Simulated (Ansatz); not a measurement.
Frontier orbitals of BrH3O2Si, SMILES `O[SiH](O)Br`.

Z-matrix (Å, degrees):
```
Si
O 1 1.631
Br 1 2.230 2 107.4
O 1 1.621 2 109.9 3 -121.9
H 1 1.469 2 113.6 3 119.3
H 2 0.958 1 117.9 3 -25.2
H 4 0.959 1 118.6 2 53.3
```

The species carries charge 0 and has multiplicity 1. Correlated methods include outer-core shells of Br, which these sets cover unevenly. Scalar relativity is left out up to krypton. The geometry is a stationary point of PBE0-D4/def2-TZVP. It is one conformer, not always the lowest. Basis def2-TZVPP, the Gaussian-basis code of Ansatz.

Orbital energies of one run (eV). Highest occupied ones, from the top: -7.20, -7.26, -7.75, -8.37, -8.74, -9.17, -10.04, -11.11, -13.20, -14.66, -19.27, -25.33, -25.85, -67.32. Empty: -0.26, 0.01, 0.08, 1.29, 1.54, 2.02.

(1) Which functional gave them?
A. B97M-V
B. revPBE
C. CAM-B3LYP
D. LC-ωPBE

Results:

(1) B. HOMO energies: revPBE -7.20, LC-ωPBE -11.37, CAM-B3LYP -9.95, B97M-V -7.70 eV.

LC-ωPBE has ω = 0.4 bohr⁻¹.
